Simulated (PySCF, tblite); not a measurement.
Compound: C₅H₁₀OSSi.
Structure used (GFN2-xTB), in Å, numbered top down from 1:
```
atom  x, y, z in Å
C1    -2.550    1.156   -0.560
C2    -2.026    0.070   -1.501
C3    -0.736   -0.420   -1.064
C4     0.339   -0.824   -0.696
Si5    1.983   -1.346   -0.036
O6     2.210   -2.948   -0.052
S7     2.033   -0.685    2.021
C8     1.657    1.075    1.781
H9    -1.864    2.000   -0.533
H10   -2.654    0.766    0.451
H11   -3.521    1.509   -0.899
H12   -2.730   -0.767   -1.533
H13   -1.927    0.469   -2.515
H14    3.091   -0.787   -0.791
H15    1.931   -3.499    0.675
H16    0.770    1.172    1.163
H17    2.504    1.565    1.311
H18    1.481    1.501    2.764
```

Theory: PBE0/pcSseg-1 in PySCF (dipole) on a GFN2-xTB geometry, gas phase.

Take the most abundant isotopes and a rigid rotor. The values belong to one conformer with, in the numbering `[CH3:1][CH2:2][C:3]#[C:4][Si@H:5]([OH:6])[S:7][CH3:8]`, C4–Si5–O6–H -87°, C4–Si5–S7–C8 -54°.

(1) What are A, B and C (MHz)?

(2) Classify the top.

(3) Is it planar, by Δ = Ic − Ia − Ib?

(4) Where do the levels up to J = 4 lie, in cm⁻¹?

(5) Which types of transition are allowed, and where do some lines up to J = 2 fall?

(6) Estimate the classical rotational partition function at 25 K, 100 K and 200 K.

## Answers

(1) Ia = 264.71, Ib = 669.06, Ic = 875.55 u·Å²; 505379 MHz·u·Å²/I gives A = 1909, B = 755.4, C = 577.2 MHz.

(2) An asymmetric top; Ray's κ = -0.733.

(3) Not planar: Δ = Ic − Ia − Ib = -58.22 u·Å². For a rigid frame Δ = −2 Σ m c², so Σ m c² = 29.11 u·Å² lies off the ab plane: 11.03 from hydrogen and 18.08 from heavier atoms. The atom farthest from that plane is 1.81 Å away.

(4) Above 0(0,0):
J = 1: 1(0,1) 0.0444, 1(1,1) 0.0829, 1(1,0) 0.0889
J = 2: 2(0,2) 0.1327, 2(1,2) 0.1659, 2(1,1) 0.1837, 2(2,1) 0.2992, 2(2,0) 0.2998
J = 3: 3(0,3) 0.2636, 3(1,3) 0.2900, 3(1,2) 0.3256, 3(2,2) 0.4325, 3(2,1) 0.4357, 3(3,1) 0.6402, 3(3,0) 0.6403
J = 4: 4(0,4) 0.4354, 4(1,4) 0.4547, 4(1,3) 0.5138, 4(2,3) 0.6098, 4(2,2) 0.6189, 4(3,2) 0.8192, 4(3,1) 0.8195, 4(4,1) 1.1083, 4(4,0) 1.1084
The levels of one J sum to (2J + 1)J(J + 1)(A + B + C)/3.

(5) The dipole components are |μa| = 2.79 D, |μb| = 0.90 D, |μc| = 0.23 D. Intensities carry the squares of the components, which stand as 1.00 : 0.10 : 0.01 (a : b : c). Some lines, for components of 0.1 D or more:

```
type  branch         J(Ka,Kc)   MHz  lower level (cm⁻¹)
   a       Q  2(1,1) ← 2(1,2)   534               0.166
   c       Q  2(1,2) ← 2(0,2)   995               0.133
   c       Q  1(1,1) ← 1(0,1)  1154               0.044
   b       Q  1(1,0) ← 1(0,1)  1332               0.044
   a       R  1(0,1) ← 0(0,0)  1333               0.000
   b       R  2(0,2) ← 1(1,1)  1492               0.083
   b       Q  2(1,1) ← 2(0,2)  1529               0.133
   b       R  1(1,1) ← 0(0,0)  2486               0.000
   a       R  2(1,2) ← 1(1,1)  2487               0.083
   a       R  2(0,2) ← 1(0,1)  2646               0.044
   c       R  1(1,0) ← 0(0,0)  2665               0.000
   a       R  2(1,1) ← 1(1,0)  2843               0.089
   c       Q  2(2,1) ← 2(1,1)  3462               0.184
   b       Q  2(2,0) ← 2(1,1)  3481               0.184
   b       R  2(1,2) ← 1(0,1)  3641               0.044
   b       Q  2(2,1) ← 2(1,2)  3996               0.166
   c       R  2(1,1) ← 1(0,1)  4175               0.044
   b       R  2(2,1) ← 1(1,0)  6305               0.089
   c       R  2(2,0) ← 1(1,0)  6324               0.089
   c       R  2(2,1) ← 1(1,1)  6483               0.083
   b       R  2(2,0) ← 1(1,1)  6502               0.083
```

(6) Point group C1, symmetry number σ = 1; q = (√π/σ)·√((kT/h)³/(ABC)), k/h = 20836.6 MHz/K: 23100 at 25 K, 185000 at 100 K, 523000 at 200 K.

Its lowest GFN2-xTB frequency is 11 cm⁻¹, too small to tell a flat minimum from a shallow saddle. Constants of a rigid frame at the computed geometry: no zero-point averaging, no centrifugal distortion. A rigid rotor knows nothing of internal rotation, which can split or shift real lines.
